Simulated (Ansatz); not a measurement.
Isomers of CH$_{6}$BClGe, relaxed with PBE0-D4/def2-TZVP in Ansatz; electronic energies, one conformer each and not always the lowest. Functionals use def2-TZVPP; CBS adds triple-zeta CCSD(T) − MP2 to the MP2 limit of def2-TZVPP and def2-QZVPP.

Outer-core shells of Ge are correlated without core-valence functions. Scalar relativity is left out up to krypton. Spin–orbit coupling is left out.

Q: Order them by energy at frozen-core CCSD(T)/CBS, lowest first. (Estimate.)
A. `B[CH2][GeH2][Cl]`
B. `C[BH][GeH2][Cl]`
C. `C[B](Cl)[GeH3]`
D. `B[CH](Cl)[GeH3]`

A: C (0.0 kJ/mol), A (16.9 kJ/mol), B (24.3 kJ/mol), D (166.6 kJ/mol).

Q: How do PBE0-D4, ωB97M-V, HF/CBS(def2), PBE-D4 place them (kJ/mol, against `C[B](Cl)[GeH3]`)? (Estimate.)

A: Computed: 
```json
{"isomer": "`B[CH](Cl)[GeH3]`", "PBE0-D4": "173.5", "ωB97M-V": "167.1", "HF/CBS(def2)": "166.3", "PBE-D4": "172.1"}
{"isomer": "`B[CH2][GeH2][Cl]`", "PBE0-D4": "24.0", "ωB97M-V": "16.4", "HF/CBS(def2)": "-6.0", "PBE-D4": "31.0"}
{"isomer": "`C[BH][GeH2][Cl]`", "PBE0-D4": "24.6", "ωB97M-V": "22.2", "HF/CBS(def2)": "4.9", "PBE-D4": "28.5"}
```
